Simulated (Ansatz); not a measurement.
Level of theory: frozen-core CCSD(T)/def2-TZVPP // PBE0-D3(BJ)/def2-TZVP in Ansatz (a quantum-chemistry and plane-wave program).

Ansatz 0.2 input:
```yaml
crystal:
  periodic: [false, false, false]
  atoms:
    - { symbol: Cl, position_ang: [-1.097875, 1.810976, -0.006838] }
    - { symbol: Al, position_ang: [-0.084559, 0.001734, -0.0005] }
    - { symbol: Cl, position_ang: [-1.171168, -1.764462, -0.006662] }
    - { symbol: I, position_ang: [2.353601, -0.048248, 0.014] }
basis:
  gaussian: { orbitals: def2-TZVPP }
correlation:
  method: ccsd_t
```

Output:

```
Functional definition: HF
1236 factors; integrals over basis functions are off by at most 6.9e-4 eV
mean field evaluation 1: about -39668.3353 eV, gradient 1.8e1 eV
mean field evaluation 2: about -39668.4519 eV, gradient 1.9e1 eV
mean field evaluation 4: about -39669.5900 eV, gradient 2.1e0 eV
mean field evaluation 8: about -39669.6163 eV, gradient 2.0e-1 eV
mean field evaluation 16: about -39669.1720 eV, gradient 1.1e1 eV
mean field -39669.61647923 eV, -1457.8315165800 hartree, gradient 6.7e-6 eV, S^2 0.000000; 0 other end points of the search recorded, 0 dependent functions left out
19 core orbitals not correlated
reference -39669.61647923 eV, -1457.8315165800 hartree; 17, 17 occupied and 140, 140 virtual orbitals, 1236 factors
second order -25.43442066 eV of doubles, -0.00000000 eV of singles
cycle   1  -24.93465568 eV  change    5.0e-1 eV  update   8.9e-2
cycle   2  -25.47528044 eV  change   -5.4e-1 eV  update   2.3e-2
cycle   3  -25.53434057 eV  change   -5.9e-2 eV  update   1.0e-2
cycle   4  -25.51459087 eV  change    2.0e-2 eV  update   2.4e-3
cycle   5  -25.51517705 eV  change   -5.9e-4 eV  update   1.1e-3
cycle   6  -25.51542210 eV  change   -2.5e-4 eV  update   2.5e-4
cycle   7  -25.51518250 eV  change    2.4e-4 eV  update   8.5e-5
cycle   8  -25.51518339 eV  change   -8.9e-7 eV  update   2.5e-5
perturbative correction -0.83431702 eV, -0.0306605850 hartree
Total energy: -39695.96597964 eV, -1458.7998428597 hartree
```

Cost: about 50 core-seconds (a rough figure).
